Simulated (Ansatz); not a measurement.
Basis sets compared for PbCl4. Total charge 0; singlet. Geometry PBE-D4/def2-SVP. Ansatz on 2 threads of AMD EPYC 7R13 on a shared host; times are rough, and most runs start from earlier orbitals.

| atom | x (Å) | y (Å) | z (Å) |
| --- | --- | --- | --- |
| Pb1 | 0.000 | 0.000 | 0.000 |
| Cl2 | 1.679 | -0.850 | 1.563 |
| Cl3 | -0.618 | 2.282 | 0.629 |
| Cl4 | -1.983 | -1.432 | 0.074 |
| Cl5 | 0.922 | 0.000 | -2.266 |

In the def2 sets Pb takes a core potential; there is no spin–orbit coupling.

Binding counts from free atoms (Pb triplet, Cl doublet) in the same basis, without a counterpoise term.

```csv
level,functions,energy (Eh),HOMO (eV),LUMO (eV),binding per atom (eV),wall time
PBE-D4/def2-SVP,98,-2032.4925,-8.04,-5.82,2.42,1.1 s
PBE-D4/def2-TZVP (with forces),198,-2033.1460,-8.29,-5.99,2.44,3 s
r2SCAN-D4/def2-TZVP,198,-2033.8262,-8.70,-6.06,2.35,6 s
PBE0-D4/def2-SVP,98,-2032.6050,-9.59,-5.27,2.27,1.8 s
PBE0-D4/def2-TZVP,198,-2033.2497,-9.78,-5.38,2.30,4 s
```

(1) Estimate the rows for PBE-D4/def2-TZVPD, r2SCAN-D4/def2-TZVPD, PBE0-D4/def2-TZVPD.

Results:

(1) 
| level | functions | energy (Eh) | HOMO (eV) | LUMO (eV) | binding per atom (eV) | wall time |
| --- | --- | --- | --- | --- | --- | --- |
| PBE-D4/def2-TZVPD | 240 | -2033.1482 | -8.34 | -6.05 | 2.43 | 3.5 s |
| r2SCAN-D4/def2-TZVPD | 240 | -2033.8277 | -8.72 | -6.08 | 2.35 | 8 s |
| PBE0-D4/def2-TZVPD | 240 | -2033.2514 | -9.80 | -5.41 | 2.30 | 7 s |
